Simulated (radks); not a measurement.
The numbers below are computed, except where a source is named.
Question: The nitrogen anion N-, [He] 2s2 2p4, held by a Watson sphere: a shell of charge +1 at radius R that stands for the Madelung well of a crystal (potential energy -1/R inside, -1/r outside, in hartree with lengths in bohr). Code: a radial shooting solver on a logarithmic mesh with Libxc functionals. Model: scalar-relativistic Kohn-Sham, r2SCAN, spin-unpolarised, spherical densities, finite nucleus; meta-GGA in the generalised Kohn-Sham scheme; Fermi nuclear charge, rms radius of each element as measured or else 0.836 A^(1/3) + 0.57 fm.

| R (bohr) | e(1s) (eV) | e(2s) (eV) | e(2p) (eV) | <r> 2p (bohr) | sum of <r^2> (bohr^2) | X-ray form factor at sin(theta)/lambda = 0.1 1/angstrom |
|---|---|---|---|---|---|---|
| 1.61 | -386.50 | -20.301 | -7.838 | 1.524 | 16.57 | 6.932 |
| 1.78 | -386.51 | -19.834 | -7.493 | 1.555 | 17.21 | 6.898 |
| 1.85 | -386.51 | -19.647 | -7.351 | 1.567 | 17.46 | 6.885 |
| 2.84 | -385.87 | -17.463 | -5.521 | 1.702 | 20.47 | 6.745 |
| 2.98 | -385.73 | -17.222 | -5.300 | 1.717 | 20.82 | 6.731 |
| 3.08 | -385.63 | -17.059 | -5.147 | 1.727 | 21.06 | 6.721 |
| 3.29 | -385.42 | -16.737 | -4.844 | 1.745 | 21.54 | 6.703 |
| 3.37 | -385.34 | -16.622 | -4.734 | 1.752 | 21.72 | 6.697 |

Estimate the row for R = 2.68 bohr.

Answer: e(1s) (eV) -386.02; e(2s) (eV) -17.757; e(2p) (eV) -5.787; <r> 2p (bohr) 1.685; sum of <r^2> (bohr^2) 20.05; X-ray form factor at sin(theta)/lambda = 0.1 1/angstrom 6.762.
